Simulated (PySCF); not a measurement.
## The second ionisation energy along the third row

Calculated with PySCF 2.14 from differences of total energies of unrestricted determinants, without spin-orbit coupling. Values in eV. The last column holds reference values (NIST; (s) semi-empirical, (t) theoretical, else measured). Unmarked ones compare directly (S terms, centres of terms, or small fine structure); those marked * lie between the lowest fine-structure levels and include a spin-orbit shift.

```
                            element               configurations  MP2 (valence)  CCSD (valence)  CCSD(T) (valence)  r2SCAN  MP2 (valence and next inner shell)  SCS-MP2 (valence and next inner shell)     reference
Mg (aug-cc-pCVTZ-DK, spin-free X2C)              [Ne] 3s1 → [Ne]            n/a             n/a                n/a  15.043                              14.950                                  14.905        15.035
Al (aug-cc-pCVTZ-DK, spin-free X2C)          [Ne] 3s2 → [Ne] 3s1         18.314          18.630             18.630  18.408                              18.504                                  18.613        18.829
Si (aug-cc-pCVTZ-DK, spin-free X2C)      [Ne] 3s2 3p1 → [Ne] 3s2         16.084          16.200             16.230  16.506                              16.089                                  16.077        16.322
 P (aug-cc-pCVTZ-DK, spin-free X2C)  [Ne] 3s2 3p2 → [Ne] 3s2 3p1         19.605          19.644             19.679  19.935                              19.626                                  19.532  19.769 (s) *
 S (aug-cc-pCVTZ-DK, spin-free X2C)  [Ne] 3s2 3p3 → [Ne] 3s2 3p2         23.331          23.264             23.303  23.507                              23.359                                  23.168      23.338 *
Cl (aug-cc-pCVTZ-DK, spin-free X2C)  [Ne] 3s2 3p4 → [Ne] 3s2 3p3         23.364          23.475             23.507  23.797                              23.388                                  23.466        23.771
Ar (aug-cc-pCVTZ-DK, spin-free X2C)  [Ne] 3s2 3p5 → [Ne] 3s2 3p4         27.361          27.326             27.365  27.658                              27.394                                  27.384      27.630 *
```

Question: Which of these methods has the smallest mean absolute error against the measured values here?

Answer: r2SCAN, with 0.160 eV.

```
                                method  elements  mean error (eV)  mean absolute error (eV)  largest error (eV)
                         MP2 (valence)         3           -0.387                     0.387              -0.514
                        CCSD (valence)         3           -0.206                     0.206              -0.296
                     CCSD(T) (valence)         3           -0.185                     0.185              -0.264
                                r2SCAN         4           -0.051                     0.160              -0.420
    MP2 (valence and next inner shell)         4           -0.257                     0.257              -0.383
SCS-MP2 (valence and next inner shell)         4           -0.224                     0.224              -0.306
```

Errors include the incompleteness of the basis and the frozen core.

"Valence" correlates the outer s and p shells and, in groups 3 to 12 and the f block, the outer d or f shell, open or full, or the next shell where the ion has no valence electron left; the wider scheme adds the next inner shell.
